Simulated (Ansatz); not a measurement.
Start from `CO[SiH](Cl)I` and change one atom or group to get `Cl[SiH2]I`.

Ansatz, PBE0-D4/def2-TZVP geometries, multiplicity 1. Each molecule was computed in one conformer, which needn't be the lowest.

Elements past krypton have def2 core potentials.

| property | `CO[SiH](Cl)I` |
| --- | --- |
| ideal-gas entropy at 298 K and 1 bar (rigid rotor, harmonic PBE0-D4/def2-TZVP) / J/(mol·K) | 384 |
| HOMO–LUMO gap (B3LYP/def2-TZVPP) / eV | 6.83 |
| zero-point energy (PBE0-D4/def2-TZVP) / kJ/mol | 142.4 |
| HOMO–LUMO gap (PBE0/def2-TZVPP) / eV | 7.33 |
| HOMO energy (PBE/def2-TZVPP) / eV | -6.73 |
| size of the dipole moment (PBE/def2-TZVPP) / D | 1.87 |

(1) What does the change do to each property? (Estimate.)

Answers

(1) Computed: 
```json
{"property": "ideal-gas entropy at 298 K and 1 bar (rigid rotor, harmonic PBE0-D4/def2-TZVP) / J/(mol·K)", "`Cl[SiH2]I`": "313", "shift": "-71"}
{"property": "HOMO–LUMO gap (B3LYP/def2-TZVPP) / eV", "`Cl[SiH2]I`": "6.58", "shift": "-0.25"}
{"property": "zero-point energy (PBE0-D4/def2-TZVP) / kJ/mol", "`Cl[SiH2]I`": "51.4", "shift": "-91.0"}
{"property": "HOMO–LUMO gap (PBE0/def2-TZVPP) / eV", "`Cl[SiH2]I`": "7.06", "shift": "-0.27"}
{"property": "HOMO energy (PBE/def2-TZVPP) / eV", "`Cl[SiH2]I`": "-6.80", "shift": "-0.07"}
{"property": "size of the dipole moment (PBE/def2-TZVPP) / D", "`Cl[SiH2]I`": "0.88", "shift": "-0.99"}
```

With PBE0 the HOMO falls by 0.07 eV and the LUMO falls by 0.34 eV, so the gap narrows by about 0.27 eV. PBE moves the HOMO by -0.07 eV and ωB97M-V by -0.06 eV. The zero-point energy changes by -91.0 kJ/mol with -12 modes. Dipoles are sizes alone; their direction can turn.

B3LYP here is the variant with VWN-RPA as its local correlation; programs differ in this.

Spin–orbit coupling is left out; it splits and shifts lone-pair levels of the heavy atoms by tenths of an eV.
